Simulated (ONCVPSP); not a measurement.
cobalt: one change to an ONCV potential, before and after

Co (Z = 27), optimised norm-conserving Vanderbilt (ONCV), made with ONCVPSP 4.0.1 (PBE, scalar-relativistic). Core [Ne], reference 3s2 3p6 3d7 4s1.5 4p0.5. Waves: 3s+4s: rc 1.40 bohr, ncon 3, nbas 6, qcut 7.5 1/bohr, 2 projectors; 3p+4p: rc 1.45 bohr, ncon 3, nbas 7, qcut 7.7 1/bohr, 2 projectors; 3d: rc 1.60 bohr, ncon 3, nbas 8, qcut 11.3 1/bohr, 2 projectors, debl 0.9 Ha. Local part: polynomial inside 1.15 bohr (lpopt 5, dvloc0 1 Ha). Core correction: polynomial model core, fcfact 0.6.

Change: p: rc 1.24.

Cutoffs: the cutoffs (Ha) at which the residual kinetic energy of the hardest occupied pseudo-wave falls to 1 and 0.1 mHa per electron; they do not see the model core or the augmentation charge, which bear on the density cutoff. Errors are all-electron minus pseudo energies relative to the spin-unpolarised reference configuration.

What does the change do?

The potential gets harder (44 Ha and 50 Ha → 44 Ha and 99 Ha); of the 3 tests that both files solve, the error grows in 1 and shrinks in 0 by more than 15 % and 0.3 meV (median size 0.2 → 0.3 meV); neither file shows a bound ghost. A smaller radius makes the pseudo-wave follow the all-electron one further in, where it bends more sharply, so more plane waves are needed.

```csv
quantity,base,changed
"cutoff, loose",44 Ha,44 Ha
"cutoff, tight",50 Ha,99 Ha
loose cutoff by channel,"s 13 Ha, p 26 Ha, d 44 Ha","s 13 Ha, p 30 Ha, d 44 Ha"
bound ghosts,none,none
GHOST(+) flags under 300 eV,none,none
tests with a reliable result,3 of 4,3 of 4
"error for 3s2 3p6 3d7 4s2 4p0, meV [ΔE -2.14 eV]",+0.2,+0.3
"error for 3s2 3p6 3d7 4s1 4p0, meV [ΔE 6.90 eV]",+0.1,+0.2
"error for 3s2 3p6 3d7 4s0 4p0, meV [ΔE 23.68 eV]",+2.0,+2.4
s: phases at 1.42 bohr within 0.05 rad from the reference energy up to (Ha; the scan ends near 5),1.6,1.6
d: phases at 1.63 bohr within 0.05 rad from the reference energy up to (Ha; the scan ends near 5),to the end of the scan,to the end of the scan
"rms error of d²Exc/dni dnj with the model core, mHa",1.38,1.29
```
